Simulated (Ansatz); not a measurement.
Isolated molecules relaxed with PBE0-D4/def2-TZVP in Ansatz; ΔE leaves out vibrations. CBS: MP2 limit from def2 TZ/QZ plus the TZ coupled-cluster correction, frozen cores. Functionals use def2-TZVPP. B3LYP here is the variant with VWN-RPA as its local correlation; programs differ in this. One conformer a species, not always the lowest.

Reaction (redistribution): `CCNBN` + `NCO[SiH2]Cl` → `NBOCN` + `CCN[SiH2]Cl`

Is it downhill or uphill in electronic energy at CCSD(T)/CBS, and by how much? (Best estimate.)

The calculation gave: Uphill: ΔE = +26.5 kJ/mol.

What do these levels give: B3LYP-D4, B2PLYP, MP2/def2-TZVPP, SCS-MP2/def2-TZVPP, HF/CBS(def2), MP2/CBS(def2)? (Estimate.)

The calculation gave: B3LYP-D4 27.8, B2PLYP 29.9, MP2/def2-TZVPP 27.9, SCS-MP2/def2-TZVPP 27.8, HF/CBS(def2) 28.7, MP2/CBS(def2) 27.9 kJ/mol.

Largest T1 diagnostic among the species: 0.012.

The D4 term adds −3.2 kJ/mol with B3LYP and −1.8 kJ/mol with PBE0; it sums over pairs of atoms, weighted by their polarisabilities, and B3LYP, whose exchange is more repulsive, gets the larger term.
